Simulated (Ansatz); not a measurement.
`COCOC` and `CO[CH2][AlH][OH]` differ in one atom or group.

Ansatz, PBE0-D4/def2-TZVP geometries, multiplicity 1. Each molecule was computed in one conformer, which needn't be the lowest.

```csv
property,`COCOC`
HOMO energy (PBE/def2-TZVPP) / eV,-6.23
HOMO–LUMO gap (B3LYP/def2-TZVPP) / eV,8.75
size of the dipole moment (ωB97M-V/def2-TZVPP) / D,0.22
HOMO energy (B3LYP/def2-TZVPP) / eV,-7.62
HOMO–LUMO gap (PBE/def2-TZVPP) / eV,6.89
LUMO energy (PBE/def2-TZVPP) / eV,0.66
```

Task: What does the change do to each property? (An estimate is asked.)

Result: Ansatz gave: 
```tsv
property	`CO[CH2][AlH][OH]`	shift
HOMO energy (PBE/def2-TZVPP) / eV	-5.36	0.87
HOMO–LUMO gap (B3LYP/def2-TZVPP) / eV	5.68	-3.07
size of the dipole moment (ωB97M-V/def2-TZVPP) / D	1.42	1.20
HOMO energy (B3LYP/def2-TZVPP) / eV	-6.55	1.07
HOMO–LUMO gap (PBE/def2-TZVPP) / eV	3.94	-2.95
LUMO energy (PBE/def2-TZVPP) / eV	-1.42	-2.08
```

With PBE0 the HOMO rises by 1.10 eV and the LUMO falls by 2.13 eV, so the gap narrows by about 3.23 eV. PBE moves the HOMO by 0.87 eV and ωB97M-V by 1.25 eV. The zero-point energy changes by -62.6 kJ/mol with -3 modes. Dipoles are sizes alone; their direction can turn.

B3LYP here is the variant with VWN-RPA as its local correlation; programs differ in this.
